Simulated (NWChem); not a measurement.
# BeHOF; SMILES [OH][Be][F]

```xyz
4

Be     0.0033    -0.0402     0.0000
F     -0.0067    -1.4388     0.0000
O     -0.0553     1.3686     0.0000
H      0.4900     2.1605     0.0000
```
Atoms are numbered in this order, from 1.

Program: NWChem. Structure relaxed at the PBE-D3(BJ)/def2-SVP level. B3LYP is NWChem's, with the RPA form of VWN correlation. Vertical excitations in the gas phase; the lowest state need not have the same character in each row.

Order these by “lowest excitation, singlet (eV)”, lowest first: PBE0/def2-SVPD, TDA; B3LYP/def2-SVPD, TDA; Hartree-Fock/def2-SVPD, CIS; PBE/def2-SVPD, TDA.

PBE/def2-SVPD, TDA (6.89), B3LYP/def2-SVPD, TDA (7.43), PBE0/def2-SVPD, TDA (7.67), Hartree-Fock/def2-SVPD, CIS (9.17)
